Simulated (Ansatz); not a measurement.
**Worked example: SnH3(SeH) → SnH3 + HSe**

Species: SnH3(SeH), singlet; SnH3 `[SnH3]`, doublet; HSe, doublet. 

Shapes, held fixed at every level: PBE0-D4/def2-TZVP. Programs: Ansatz 0.2.0. The zero-point and thermal change to 298 K, harmonic and unscaled (PBE0-D4/def2-TZVP), is -8.9 kJ/mol.

At CCSD(T)/def2-TZVPP; 1 Eh = 2625.50 kJ/mol:

```
  species   energy (Eh)
SnH3(SeH)  -2616.182517
     SnH3   -215.393642
      HSe  -2400.680045
```

Question: Work out ΔH(298 K) of the reaction at this level.

Answer: 
1. Products less reactants: (-215.393642) + (-2400.680045) − [(-2616.182517)] = 0.108830 Eh = +285.7 kJ/mol.
2. With the thermal change: +285.7 + (-8.9) = +276.8 kJ/mol.

Other levels give +180.7 (HF/def2-SVP) to +292.1 kJ/mol (MP2/def2-TZVPP). No measured value is set beside it here. Open shells run unrestricted unless RO is named. For atoms past krypton def2 sets carry core potentials with scalar relativity. Relativity is left out for Se unless named. Correlated rows may include outer-core shells of Se, Sn, which these sets cover unevenly.
